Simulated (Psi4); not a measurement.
mesitylene (C$_{9}$H$_{12}$), singlet, at a GFN2-xTB geometry; HF/STO-3G in Psi4.

The Psi4 input:
```
memory 2 GB

molecule {
0 1
  C    -2.43977067   -1.55518866   -0.09872202
  C    -1.17708094   -0.74857989   -0.03460150
  C    -1.22028180    0.63706331   -0.09221986
  C    -0.05733351    1.39342561   -0.05578182
  C    -0.12133910    2.89132726   -0.09203453
  C     1.16335745    0.74088573    0.04109994
  C     1.23408869   -0.64376726    0.10028694
  C     2.56139362   -1.33719340    0.18111157
  C     0.05665165   -1.37684850    0.06069939
  H    -2.33594721   -2.48355683    0.45850631
  H    -3.28028452   -0.99393173    0.30309087
  H    -2.66752655   -1.80829222   -1.13496674
  H    -2.17658974    1.13653249   -0.16531012
  H    -0.21466574    3.28448071    0.92109888
  H    -0.98249537    3.22945622   -0.66408556
  H     0.78140926    3.30815393   -0.53277160
  H     2.07519379    1.32131061    0.07255664
  H     3.29708597   -0.71106919    0.68081977
  H     2.47529639   -2.27892706    0.71853165
  H     2.92943154   -1.55453573   -0.82240369
  H     0.10097980   -2.45636624    0.10590487
}

set basis sto-3g
set scf_type pk
set puream true
set d_convergence 1e-8

energy('scf')
print_variables()
```

The log (banner, timings and long lists left out):

```
   => Loading Basis Set <=

    Name: STO-3G
    Role: ORBITAL
    Keyword: BASIS

         ---------------------------------------------------------
                                   SCF
               by Justin Turney, Rob Parrish, Andy Simmonett
                          and Daniel G. A. Smith
                              RHF Reference
         ---------------------------------------------------------

  ==> Geometry <==

    Molecular point group: c1
    Full point group: C1

    Geometry (in Angstrom), charge = 0, multiplicity = 1:

       Center              X                  Y                   Z               Mass
    ------------   -----------------  -----------------  -----------------  -----------------
         C           -2.439755074459    -1.555244387891    -0.099209694213    12.000000000000
         C           -1.177065344459    -0.748635617891    -0.035089174213    12.000000000000
         C           -1.220266204459     0.637007582109    -0.092707534213    12.000000000000
         C           -0.057317914459     1.393369882109    -0.056269494213    12.000000000000
         C           -0.121323504459     2.891271532109    -0.092522204213    12.000000000000
         C            1.163373045541     0.740830002109     0.040612265787    12.000000000000
         C            1.234104285541    -0.643822987891     0.099799265787    12.000000000000
         C            2.561409215541    -1.337249127891     0.180623895787    12.000000000000
         C            0.056667245541    -1.376904227891     0.060211715787    12.000000000000
         H           -2.335931614459    -2.483612557891     0.458018635787     1.007825032230
         H           -3.280268924459    -0.993987457891     0.302603195787     1.007825032230
         H           -2.667510954459    -1.808347947891    -1.135454414213     1.007825032230
         H           -2.176574144459     1.136476762109    -0.165797794213     1.007825032230
         H           -0.214650144459     3.284424982109     0.920611205787     1.007825032230
         H           -0.982479774459     3.229400492109    -0.664573234213     1.007825032230
         H            0.781424855541     3.308098202109    -0.533259274213     1.007825032230
         H            2.075209385541     1.321254882109     0.072068965787     1.007825032230
         H            3.297101565541    -0.711124917891     0.680332095787     1.007825032230
         H            2.475311985541    -2.278982787891     0.718043975787     1.007825032230
         H            2.929447135541    -1.554591457891    -0.822891364213     1.007825032230
         H            0.100995395541    -2.456421967891     0.105417195787     1.007825032230

  Running in c1 symmetry.

  Rotational constants: A =      0.05914  B =      0.05911  C =      0.03006 [cm^-1]
  Rotational constants: A =   1772.86467  B =   1772.00853  C =    901.03962 [MHz]
  Nuclear repulsion =  422.006071761771977

  Charge       = 0
  Multiplicity = 1
  Electrons    = 66
  Nalpha       = 33
  Nbeta        = 33

  ==> Algorithm <==

  SCF Algorithm Type is PK.
  DIIS enabled.
  MOM disabled.
  Fractional occupation disabled.
  Guess Type is SAD.
  Energy threshold   = 1.00e-06
  Density threshold  = 1.00e-08
  Integral threshold = 1.00e-12

  ==> Primary Basis <==

  Basis Set: STO-3G
    Blend: STO-3G
    Number of shells: 39
    Number of basis functions: 57
    Number of Cartesian functions: 57
    Spherical Harmonics?: true
    Max angular momentum: 1

  ==> Integral Setup <==

  Using in-core PK algorithm.
   Calculation information:
      Number of atoms:                  21
      Number of AO shells:              39
      Number of primitives:            117
      Number of atomic orbitals:        57
      Number of basis functions:        57

      Integral cutoff                 1.00e-12
      Number of threads:                 1

  Performing in-core PK
  Using 2734062 doubles for integral storage.
  We computed 269889 shell quartets total.
  Whereas there are 304590 unique shell quartets.

  ==> DiskJK: Disk-Based J/K Matrices <==

    J tasked:                  Yes
    K tasked:                  Yes
    wK tasked:                  No
    Schwarz Cutoff:          1E-12

  Minimum eigenvalue in the overlap matrix is 1.6717689791E-01.
  Reciprocal condition number of the overlap matrix is 6.4870741828E-02.
    Using symmetric orthogonalization.

  ==> Pre-Iterations <==

  SCF Guess: Superposition of Atomic Densities via on-the-fly atomic UHF (no occupation information).

   -------------------------
    Irrep   Nso     Nmo
   -------------------------
     A         57      57
   -------------------------
    Total      57      57
   -------------------------

  ==> Iterations <==

                        Total Energy        Delta E     RMS |[F,P]|

   @RHF iter SAD:  -336.98925353058587   -3.36989e+02   0.00000e+00
   @RHF iter   1:  -343.62689450816742   -6.63764e+00   2.43472e-03 ADIIS/DIIS
   @RHF iter   2:  -343.64132818520704   -1.44337e-02   5.69085e-04 ADIIS/DIIS
   @RHF iter   3:  -343.64216970314595   -8.41518e-04   1.69148e-04 ADIIS/DIIS
   @RHF iter   4:  -343.64223639893532   -6.66958e-05   1.97152e-05 DIIS
   @RHF iter   5:  -343.64223739296040   -9.94025e-07   3.99328e-06 DIIS
   @RHF iter   6:  -343.64223746310392   -7.01435e-08   1.62493e-06 DIIS
   @RHF iter   7:  -343.64223747643564   -1.33317e-08   7.19827e-07 DIIS
   @RHF iter   8:  -343.64223748028695   -3.85131e-09   1.77943e-07 DIIS
   @RHF iter   9:  -343.64223748052103   -2.34081e-10   1.94207e-08 DIIS
   @RHF iter  10:  -343.64223748052336   -2.33058e-12   7.43070e-09 DIIS
  Energy and wave function converged.

  ==> Post-Iterations <==

    Orbital Energies [Eh]
    ---------------------

    Doubly Occupied:

[...]
    Virtual:

[...]
    Final Occupation by Irrep:
              A
    DOCC [    33 ]
    NA   [    33 ]
    NB   [    33 ]

  @RHF Final Energy:  -343.64223748052336

   => Energetics <=

    Nuclear Repulsion Energy =            422.0060717617719774
    One-Electron Energy =               -1303.0015579320174766
    Two-Electron Energy =                 537.3532486897221361
    Total Energy =                       -343.6422374805233630

Computation Completed

Properties will be evaluated at   0.000000,   0.000000,   0.000000 [a0]

Properties computed using the SCF density matrix

 Multipole Moments:

 ------------------------------------------------------------------------------------
     Multipole            Electronic (a.u.)      Nuclear  (a.u.)        Total (a.u.)
 ------------------------------------------------------------------------------------

 L = 1.  Multiply by 2.5417464519 to convert [e a0] to [Debye]
 Dipole X            :         -0.0015265            0.0019450            0.0004186
 Dipole Y            :          0.0053783           -0.0069502           -0.0015719
 Dipole Z            :          0.0475743           -0.0608238           -0.0132495
 Magnitude           :                                                    0.0133490

 ------------------------------------------------------------------------------------

  Variable Map:
  ----------------------------------------------------------------------------
[...]
  Array Variable Map:
  ----------------------------------------------------------------------------
[...]
[...]
```
